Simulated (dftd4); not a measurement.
C$_{3}$H$_{9}$O (SMILES CC[OH+]C), charge +1, singlet, at a GFN2-xTB geometry; D4 for bp86 in dftd4.

Here is a job for dftd4.
```
$ dftd4 mol.xyz --func bp86 --charge 1 --json dftd4.json --noedisp --grad

# file mol.xyz
13

O      0.05586026    -0.68329506     0.10783272
C     -0.01267142     0.78735284     0.04115579
C      1.38355249    -1.24026318    -0.03569941
C     -1.46605047     1.19333821    -0.02607106
H      0.46194579     1.14755225     0.95586541
H      0.54921487     1.13949274    -0.82841198
H      1.30407869    -2.32340103     0.04514691
H      1.83952611    -0.96559385    -0.98766160
H      1.99255470    -0.86591714     0.78630868
H     -1.93476522     0.85317512    -0.94730704
H     -2.01811662     0.80424113     0.82553218
H     -1.53452893     2.27727882    -0.00067742
H     -0.53577495    -1.04303488    -0.58776898
```

Task: What does dftd4 print? Leave out banner, timings and long lists.

Result: 
```
                    ____  _____ _____     ____  _  _
      -------------|  _ \|  ___|_   _|---|  _ \| || |------------
     |             | | | | |_    | | ___ | | | | || |_           |
     |             | |_| |  _|   | ||___|| |_| |__   _|          |
     |             |____/|_|     |_|     |____/   |_|            |
     |             ===================================           |
     |            E. Caldeweyher, S. Ehlert & S. Grimme          |
     |          Mulliken Center for Theoretical Chemistry        |
     |                    University of Bonn                     |
      -----------------------------------------------------------

Rational (Becke-Johnson) damping: bp86-D4-ATM
---------------------
  s6         1.0000
  s8         3.3550
  s9         1.0000
  a1         0.4365
  a2         4.9241
 alp        16.0000
--------------------

Dispersion energy:      -7.1068604841920E-03 Eh

Gradient norm:           4.1056114030646E-04 Eh/a0
--------------------------------------------------
     #    Z           dE/dx      dE/dy      dE/dz
--------------------------------------------------
     1    8 O     3.753E-05 -7.669E-05 -1.022E-05
     2    6 C    -1.488E-05  8.137E-05 -1.496E-06
     3    6 C     1.980E-04 -1.648E-04 -1.167E-05
     4    6 C    -1.913E-04  1.586E-04 -3.094E-06
     5    1 H    -1.105E-05  2.596E-05  2.167E-05
     6    1 H    -5.876E-06  2.911E-05 -1.121E-05
     7    1 H     3.256E-05 -4.309E-05  1.309E-06
     8    1 H     4.499E-05 -5.190E-05 -4.889E-06
     9    1 H     3.858E-05 -4.863E-05  5.318E-06
    10    1 H    -5.596E-05  3.524E-05 -1.176E-05
    11    1 H    -4.970E-05  3.136E-05  1.134E-05
    12    1 H    -3.827E-05  4.336E-05  9.856E-07
    13    1 H     1.538E-05 -1.990E-05  1.372E-05
--------------------------------------------------

Virial:
--------------------------------------------------
      component           x          y          z
--------------------------------------------------
          x       1.907E-03 -1.651E-03 -2.645E-05
          y      -1.651E-03  1.777E-03  2.417E-05
          z      -2.645E-05  2.417E-05  9.609E-05
--------------------------------------------------

[Info] Dispersion results written to 'dftd4.txt'
[Info] JSON dump of results written to 'dftd4.json'
```
